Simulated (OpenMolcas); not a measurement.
Multiplet structure of Sb IV

| Item | Value |
| --- | --- |
| Program | OpenMolcas |
| Method | SS-CASPT2, IPEA 0.25 Eh, imaginary shift 0.1 Eh (closed shells correlated: 4d) |
| Basis | ANO-RCC-VTZP [7s6p4d2f1g] |
| Scalar Hamiltonian | DKH2, point nucleus |
| Active space | 2 electrons in 8 orbitals (5s 5p 6s 6p) |
| State averaging | 2S+1 = 3 even, 3 roots; 2S+1 = 1 even, 7 roots; 2S+1 = 3 odd, 3 roots; 2S+1 = 1 odd, 3 roots |
| Spin-orbit coupling | state interaction with AMFI integrals over the reference wave functions, term energies averaged over their components |

With spin-orbit coupling, above the lowest level:

| Configuration | Term | J | E (cm⁻¹) | Measured (cm⁻¹) | Term weight % | Second |
| --- | --- | --- | --- | --- | --- | --- |
| 5s² | ¹S | 0 | 0.0 | 0.0 | 100 |  |
| 5s 5p | ³P° | 0 | 64430 |  | 100 |  |
| 5s 5p | ³P° | 1 | 66510 | 66700 | 99 |  |
| 5s 5p | ³P° | 2 | 71690 | 72560 | 100 |  |
| 5s 5p | ¹P° | 1 | 94280 | 95952 | 99 |  |
| 5p² | ³P | 0 | 153340 | 152076 | 97 | 3 ¹S |
| 5p² | ³P | 1 | 156570 | 156388 | 100 |  |
| 5p² | ¹D | 2 | 157300 | 155956 | 59 | 41 ³P |
| 5p² | ³P | 2 | 163970 | 163524 | 59 | 41 ¹D |

Against the 7 measured excited levels shown (Moore, Atomic Energy Levels, vol. III, NSRDS-NBS 35 (1971 reprint of NBS Circular 467, 1958)) the mean absolute deviation is 850 cm-1; the largest miss in energy is 5s 5p ¹P°₁: computed 94280, measured 95952 cm⁻¹ (-1.7 %).

Spin-orbit coupling puts the lowest level 14.1 cm⁻¹ below the lowest spin-free term.

CASPT2 does not keep the components of a term degenerate, so their means are used; among the terms shown or strongly mixed into the levels shown the widest spread is 270 cm-1 (5p² ¹D). Over all roots computed the reference weight is 0.88 to 0.95; the roots of lowest weight are the least certain, and an intruder state may touch them. Active for correlation alone: 6p 6s; no level in the range computed is led by a configuration that fills them, so any true level of that kind is missing. The ¹D term of p² mixes with s d, which this space lacks. Computed and measured levels are paired by configuration, term and J; levels that our copy of the source lacks, or whose pairing is in doubt (as where it misses far off the trend of its configuration), stay unpaired and out of the deviations. Levels of configurations outside the active space are missing. The first state left out of the spin-orbit step lies near 210000 cm-1 above the lowest spin-free state of the reference (among the parities and spins computed), and the list stops at four fifths of that energy or lower.

The term weight is that of the spin-free term in the level, not the purity of its configuration. ° marks odd parity.
